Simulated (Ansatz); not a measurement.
Relaxation of Al$_{2}$ClFH$_{4}$O (9 atoms, charge 0, multiplicity 1), to a largest force component of 0.03 eV/Å in at most 50 steps.

The calculation used RKS B3LYP-D4/def2-SVP (Ansatz).

```xyz
9
Properties=species:S:1:pos:R:3
Al -0.075 -0.191 -0.485
Cl 0.380 -0.466 2.896
H 1.289 0.469 -0.859
F -1.492 0.682 -0.587
O -0.201 -1.883 -0.062
Al -0.867 -3.457 -0.164
H -0.466 -4.470 0.985
H -1.804 -3.820 -1.389
H 0.372 -1.488 2.031
```

Problem. Where does it end, and by what steps?

Solution. The forces met the threshold. After 36 steps the energy has fallen by 2.322 eV; H7 moved furthest, 1.85 Å. Parted: Cl2–H9 (1.34 → 3.52 Å). Joined: Al1–Cl2 (3.42 → 2.11 Å), Al1–Al6 (3.38 → 2.85 Å), F4–Al6 (4.21 → 1.86 Å), O5–H9 (2.21 → 0.96 Å).

```tsv
step	energy less start (eV)	largest force component (eV/Å)	accepted
0	0.0000	0.957	yes
2	-0.1586	0.292	yes
4	-0.1957	0.349	yes
6	-0.2124	0.159	yes
8	-0.3127	1.026	yes
10	-0.4653	6.125	no
12	-0.9623	0.874	yes
14	-1.1131	0.363	yes
16	-1.1653	0.179	yes
18	-1.1983	0.325	yes
20	-1.2470	0.460	yes
22	-1.4901	0.463	yes
24	-2.0417	0.787	yes
26	-2.2443	0.311	yes
28	-2.3016	0.669	yes
30	-2.3180	0.086	yes
32	-2.3199	0.097	yes
34	-2.3202	0.083	no
36	-2.3215	0.009	yes
```

```xyz
9
Properties=species:S:1:pos:R:3
Al 0.146 -0.302 0.292
Cl -0.173 0.592 2.180
H 0.950 0.431 -0.830
F -1.415 -1.013 -0.350
O 0.515 -2.107 0.510
Al -1.108 -2.831 -0.112
H -1.971 -3.398 1.079
H -0.951 -3.496 -1.532
H 1.142 -2.499 1.128
```

Whether the end is a true minimum wasn't checked by a vibrational analysis.

Run time: 110 s on 2 threads of Arm Neoverse V1 (shared host), peak memory 0.22 GiB.
